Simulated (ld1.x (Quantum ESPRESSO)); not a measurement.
PBEsol RRKJ dataset for Ni, scalar-relativistic all-electron reference.

Input for ld1.x (Quantum ESPRESSO) 7.5:

```
&input
   title='Ni', zed=28., rel=1, dft='PBESOL', iswitch=3,
   config='[Ar] 3d8 4s2 4p0',
   nld=3, rlderiv=2.30, eminld=-7.0, emaxld=5.0, deld=0.02
 /
 &inputp
   pseudotype=2, tm=.false., rho0=0.001, lloc=1,
   nlcc=.true.,
   file_pseudopw='Ni.UPF', file_wfcaegen='ae.wfc', file_wfcncgen='nc.wfc', file_beta='beta', file_chi='chi'
 /
3
4S  1  0   2.00   0.00  2.10  2.10  0.0
3D  3  2   8.00   0.00  0.95  0.95  0.0
3P  2  1   6.00   0.00  1.25  1.25  0.0
 &test
   configts(1)='3p6 3d8 4s2 4p0'
 /
```

Command:

```bash
ld1.x < Ni.in > Ni.out
```

The program printed (shortened: banner, matrices, multipoles, cross overlaps and the repeated all-electron block are left out):

```
Program LD1 v.7.5
     --------------------------- All-electron run ----------------------------

     Ni
     scalar relativistic calculation

     atomic number is 28.00
     dft =PBESOL   lsd =0 sic =0 latt =0  beta=0.20 tr2=1.0E-14
     Exchange-correlation= PBESOL
                           (   1   4  10   8   0   0   0)
     mesh =1195 r(mesh) =  98.77016 a.u. xmin = -7.00 dx = 0.01250
     1 Ry =  13.60569312 eV, c = 137.03599908

     n l     nl                  e(Ry)          e(Ha)          e(eV)
     1 0     1S 1( 2.00)      -603.0081      -301.5041     -8204.3437
     2 0     2S 1( 2.00)       -72.0919       -36.0459      -980.8602
     2 1     2P 1( 6.00)       -62.0452       -31.0226      -844.1684
     3 0     3S 1( 2.00)        -8.1420        -4.0710      -110.7772
     3 1     3P 1( 6.00)        -5.2371        -2.6186       -71.2545
     3 2     3D 1( 8.00)        -0.6542        -0.3271        -8.9004
     4 0     4S 1( 2.00)        -0.4162        -0.2081        -5.6621
     4 1     4P 1( 0.00)        -0.0876        -0.0438        -1.1922

     final scf error:  5.1E-15 reached in  39 iterations

     Etot =   -3038.473244 Ry,   -1519.236622 Ha,  -41340.534517 eV

     Ekin =    3080.334450 Ry,    1540.167225 Ha,   41910.085242 eV
     Encl =   -7295.645835 Ry,   -3647.822917 Ha,  -99262.318363 eV
     Eh   =    1300.641018 Ry,     650.320509 Ha,   17696.122551 eV
     Exc  =    -123.802877 Ry,     -61.901438 Ha,   -1684.423945 eV

     normalization and overlap integrals

     s(1S/1S) =  1.000000  <r> =   0.0541  <r2> =    0.0039  r(max) =   0.0353
     s(2S/2S) =  1.000000  <r> =   0.2451  <r2> =    0.0709  r(max) =   0.2055
     s(2P/2P) =  1.000000  <r> =   0.2154  <r2> =    0.0570  r(max) =   0.1641
     s(3S/3S) =  1.000000  <r> =   0.7406  <r2> =    0.6339  r(max) =   0.6410
     s(3P/3P) =  1.000000  <r> =   0.7790  <r2> =    0.7171  r(max) =   0.6491
     s(3D/3D) =  1.000000  <r> =   1.0113  <r2> =    1.3894  r(max) =   0.6252
     s(4S/4S) =  1.000000  <r> =   2.7945  <r2> =    9.1358  r(max) =   2.2374
     s(4P/4P) =  1.000000  <r> =   4.3319  <r2> =   22.9842  r(max) =   3.1355

     ------------------------ End of All-electron run ------------------------

     --------------------- Generating NC pseudopotential ---------------------

      Generating local pot.: lloc=1, matching radius rcloc =   1.2500

      Computing core charge for nlcc:

       r > 0.35 : true rho core
       r < 0.35 : rho core = a sin(br)/r    a=  59.57  b=   7.35

      Integrated core pseudo-charge :   5.76

      Wfc   4S  rcut= 2.102  Estimated cut-off energy=        9.87 Ry
      Using 4 Bessel functions for this wfc, rho(0) = 0.001
      This function has    0 nodes for 0 < r <    2.102

      Wfc   3D  rcut= 0.944  Estimated cut-off energy=      260.43 Ry
      This function has    0 nodes for 0 < r <    0.944

     ------------------- End of pseudopotential generation -------------------

     Computing logarithmic derivative in   2.30842
     Computing logarithmic derivative in   2.30842
     Computing the partial wave expansion
     R is outside the sphere for l=    0 j= 0.00
       no projector for channel:   1
     R is outside the sphere for l=    2 j= 0.00

     ---------------------- Testing the pseudopotential ----------------------

     Ni
     scalar relativistic calculation

     atomic number is 28.00   valence charge is 16.00
     dft =PBESOL   lsd =0 sic =0 latt =0  beta=0.20 tr2=1.0E-14
     mesh =1195 r(mesh) =  98.77016 xmin = -7.00 dx = 0.01250

     n l     nl             e AE (Ry)        e PS (Ry)    De AE-PS (Ry)
     2 1     3P   1( 6.00)       -5.23711       -5.23711        0.00001
     3 2     3D   1( 8.00)       -0.65417       -0.65418        0.00001
     1 0     4S   1( 2.00)       -0.41616       -0.41616        0.00000
     3 1     4P   1( 0.00)       -0.08762       -0.08853        0.00091

     eps = 8.6E-15  iter = 14

     Etot =   -3038.473244 Ry,   -1519.236622 Ha,  -41340.534517 eV
     Etotps =  -271.684119 Ry,    -135.842059 Ha,   -3696.450744 eV

     Ekin =     182.776048 Ry,      91.388024 Ha,    2486.794818 eV
     Encl =    -592.883781 Ry,    -296.441891 Ha,   -8066.594784 eV
     Ehrt =     223.469850 Ry,     111.734925 Ha,    3040.462200 eV
     Ecxc =     -49.229338 Ry,     -24.614669 Ha,    -669.799270 eV
     (Ecc =     -17.190763 Ry,      -8.595381 Ha,    -233.892245 eV)
     Epseu=     -35.816897 Ry,     -17.908448 Ha,    -487.313708 eV

     ---------------------- End of pseudopotential test ----------------------
```

Note: ghost state, extra bound levels that the all-electron valence spectrum of the same l lacks: s at -123.3 eV. A true bound ghost makes a file unfit for plane-wave use.

Generation and configuration tests took about 1.9 s on one core of a shared server CPU.

Transferability test of the new file with ld1.x, input:

```
&input
   title='Ni', zed=28., rel=1, dft='PBESOL', iswitch=2,
   config='[Ar] 3d8 4s2 4p0'
 /
 &test
   file_pseudo='Ni.UPF', nconf=8,
   configts(1)='3p6 3d8 4s2 4p0',
   configts(2)='3p6 3d8 4s1 4p0',
   configts(3)='3p6 3d8 4s0 4p0',
   configts(4)='3p6 3d7 4s0 4p0',
   configts(5)='3p6 3d8 4s0 4p1',
   configts(6)='3p6 3d9 4s0 4p0',
   configts(7)='3p6 3d6 4s0 4p0',
   configts(8)='3p6 3d7 4s2 4p1'
 /
```

```bash
ld1.x < Ni.test.in > Ni.test.out
```

Pseudopotential blocks of its output, shortened (energy terms left out; the distinct warnings before each block abridged to one line each):

```
     ---------------------- Testing the pseudopotential ----------------------

     n l     nl             e AE (Ry)        e PS (Ry)    De AE-PS (Ry)
     2 1     3P   1( 6.00)       -5.23711       -5.23711        0.00001
     3 2     3D   1( 8.00)       -0.65417       -0.65418        0.00001
     1 0     4S   1( 2.00)       -0.41616       -0.41616        0.00000
     3 1     4P   1( 0.00)       -0.08762       -0.08853        0.00091

     eps = 6.7E-15  iter = 18

     Etot =   -3038.473244 Ry,   -1519.236622 Ha,  -41340.534517 eV
     Etotps =  -271.684121 Ry,    -135.842060 Ha,   -3696.450775 eV

     ---------------------- End of pseudopotential test ----------------------

          ---------------------- Testing the pseudopotential ----------------------

     n l     nl             e AE (Ry)        e PS (Ry)    De AE-PS (Ry)
     2 1     3P   1( 6.00)       -5.90798       -5.90240       -0.00558  !
     3 2     3D   1( 8.00)       -1.31961       -1.31591       -0.00370
     1 0     4S   1( 1.00)       -0.96845       -0.96974        0.00129
     3 1     4P   1( 0.00)       -0.55314       -0.55504        0.00190

     eps = 7.3E-16  iter = 17

     Etot =   -3037.787020 Ry,   -1518.893510 Ha,  -41331.197968 eV
     Etotps =  -270.997330 Ry,    -135.498665 Ha,   -3687.106515 eV
     dEtot_ae =       0.686224 Ry
     dEtot_ps =       0.686790 Ry,   Delta E=      -0.000567 Ry

     ---------------------- End of pseudopotential test ----------------------

          ---------------------- Testing the pseudopotential ----------------------

     n l     nl             e AE (Ry)        e PS (Ry)    De AE-PS (Ry)
     2 1     3P   1( 6.00)       -6.68239       -6.66883       -0.01356  !
     3 2     3D   1( 8.00)       -2.08291       -2.07407       -0.00884  !
     1 0     4S   1( 0.00)       -1.57641       -1.58154        0.00513  !
     3 1     4P   1( 0.00)       -1.08772       -1.09197        0.00425

     eps = 1.0E-14  iter = 13

     Etot =   -3036.518386 Ry,   -1518.259193 Ha,  -41313.937317 eV
     Etotps =  -269.725644 Ry,    -134.862822 Ha,   -3669.804339 eV
     dEtot_ae =       1.954858 Ry
     dEtot_ps =       1.958477 Ry,   Delta E=      -0.003619 Ry

     ---------------------- End of pseudopotential test ----------------------

          Warning: n=1, l=0 expected 0 nodes, found 1
     ---------------------- Testing the pseudopotential ----------------------

     n l     nl             e AE (Ry)        e PS (Ry)    De AE-PS (Ry)
     2 1     3P   1( 6.00)       -8.12347       -8.11255       -0.01092  !
     3 2     3D   1( 7.00)       -3.45662       -3.44652       -0.01010  !
     1 0     4S   1( 0.00)       -2.43992       -2.43992        0.00000
     3 1     4P   1( 0.00)       -1.84973       -1.85654        0.00681  !

     eps = 9.5E-15  iter = 12

     Etot =   -3033.766837 Ry,   -1516.883419 Ha,  -41276.500594 eV
     Etotps =  -266.983731 Ry,    -133.491865 Ha,   -3632.498708 eV
     dEtot_ae =       4.706407 Ry
     dEtot_ps =       4.700390 Ry,   Delta E=       0.006016 Ry

     ---------------------- End of pseudopotential test ----------------------

          ---------------------- Testing the pseudopotential ----------------------

     n l     nl             e AE (Ry)        e PS (Ry)    De AE-PS (Ry)
     2 1     3P   1( 6.00)       -6.02985       -6.01545       -0.01440  !
     3 2     3D   1( 8.00)       -1.43640       -1.42626       -0.01014  !
     1 0     4S   1( 0.00)       -1.04082       -1.04334        0.00252
     3 1     4P   1( 1.00)       -0.61650       -0.61839        0.00189

     eps = 9.8E-15  iter = 17

     Etot =   -3037.367138 Ry,   -1518.683569 Ha,  -41325.485179 eV
     Etotps =  -270.577432 Ry,    -135.288716 Ha,   -3681.393502 eV
     dEtot_ae =       1.106106 Ry
     dEtot_ps =       1.106689 Ry,   Delta E=      -0.000583 Ry

     ---------------------- End of pseudopotential test ----------------------

          ---------------------- Testing the pseudopotential ----------------------

     n l     nl             e AE (Ry)        e PS (Ry)    De AE-PS (Ry)
     2 1     3P   1( 6.00)       -5.48645       -5.47576       -0.01069  !
     3 2     3D   1( 9.00)       -0.95142       -0.94699       -0.00442
     1 0     4S   1( 0.00)       -0.83906       -0.84759        0.00853  !
     3 1     4P   1( 0.00)       -0.46406       -0.46724        0.00318

     eps = 8.3E-16  iter = 11

     Etot =   -3038.012846 Ry,   -1519.006423 Ha,  -41334.270486 eV
     Etotps =  -271.213338 Ry,    -135.606669 Ha,   -3690.045444 eV
     dEtot_ae =       0.460398 Ry
     dEtot_ps =       0.470783 Ry,   Delta E=      -0.010385 Ry

     ---------------------- End of pseudopotential test ----------------------

          ---------------------- Testing the pseudopotential ----------------------

     n l     nl             e AE (Ry)        e PS (Ry)    De AE-PS (Ry)
     2 1     3P   1( 6.00)       -9.75639       -9.75409       -0.00229
     3 2     3D   1( 6.00)       -5.02992       -5.02185       -0.00807  !
     1 0     4S   1( 0.00)       -3.40905       -4.10471        0.69566  !
     3 1     4P   1( 0.00)       -2.72761       -2.73994        0.01232  !

     eps = 2.8E-15  iter = 12

     Etot =   -3029.539189 Ry,   -1514.769595 Ha,  -41218.980514 eV
     Etotps =  -262.765139 Ry,    -131.382569 Ha,   -3575.101839 eV
     dEtot_ae =       8.934054 Ry
     dEtot_ps =       8.918982 Ry,   Delta E=       0.015072 Ry

     ---------------------- End of pseudopotential test ----------------------

          ---------------------- Testing the pseudopotential ----------------------

     n l     nl             e AE (Ry)        e PS (Ry)    De AE-PS (Ry)
     2 1     3P   1( 6.00)       -5.83227       -5.84206        0.00980  !
     3 2     3D   1( 7.00)       -1.19199       -1.19761        0.00562  !
     1 0     4S   1( 2.00)       -0.59447       -0.58860       -0.00587  !
     3 1     4P   1( 1.00)       -0.19200       -0.19409        0.00209

     eps = 1.5E-15  iter = 20

     Etot =   -3037.695744 Ry,   -1518.847872 Ha,  -41329.956093 eV
     Etotps =  -270.905509 Ry,    -135.452754 Ha,   -3685.857215 eV
     dEtot_ae =       0.777500 Ry
     dEtot_ps =       0.778612 Ry,   Delta E=      -0.001112 Ry

     ---------------------- End of pseudopotential test ----------------------
```
